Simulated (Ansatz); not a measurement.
Stepwise reaction of `[F][Hf]([SeH])([SeH])[SeH]` with hydrogen fluoride, as a gas-phase model of exchange steps in deposition or etching. ΔE in kJ/mol.

Computed with Ansatz on PBE0-D4/def2-TZVP structures; ΔE is electronic, products minus reactants. CCSD(T)/CBS adds triple-zeta CCSD(T) − MP2 to the extrapolated MP2 energy (def2 sets, frozen cores). This one scheme is used for every species. DFT in def2-TZVPP. B3LYP here is the variant with VWN-RPA as its local correlation; programs differ in this. Elements past krypton have def2 core potentials. For Hf, Se outer-core shells are correlated without core-valence functions, which leaves a few kJ/mol of doubt a bond. Scalar relativity is left out up to krypton. Each species was taken in one conformer, which may not be the lowest.

```tsv
step	reaction	PBE-D4	B3LYP-D4	ωB97M-V	CCSD(T)/CBS
1	`[F][Hf]([SeH])([SeH])[SeH]` + H–F → `[F][Hf]([F])([SeH])[SeH]` + H₂Se	-82.0	-89.3	-89.0	-71.5
2	`[F][Hf]([F])([SeH])[SeH]` + H–F → `[F][Hf]([F])([F])[SeH]` + H₂Se	-79.8	-86.1	-86.4	-71.5
```

Q: Give the row of step 3, `[F][Hf]([F])([F])[SeH]` + H–F → `[F][Hf]([F])([F])[F]` + H₂Se. (Estimate.)

A: Computed: 
```json
{"step": "3", "reaction": "`[F][Hf]([F])([F])[SeH]` + H–F → `[F][Hf]([F])([F])[F]` + H₂Se", "PBE-D4": "-81.8", "B3LYP-D4": "-88.1", "ωB97M-V": "-86.1", "CCSD(T)/CBS": "-74.3"}
```

Q: By hand: ΔE of the 3 steps together at CCSD(T)/CBS.

A: (-71.5) + (-71.5) + (-74.3) = -217.3 kJ/mol, or -72.4 kJ/mol a step.

In ΔE the steps differ by no more than 2.8 kJ/mol. All are downhill at CCSD(T)/CBS. PBE-D4 differs from CCSD(T)/CBS by -10.5 to -7.5 kJ/mol a step. Isolated molecules leave out the surface, adducts and barriers. Largest T1 diagnostic: 0.016.
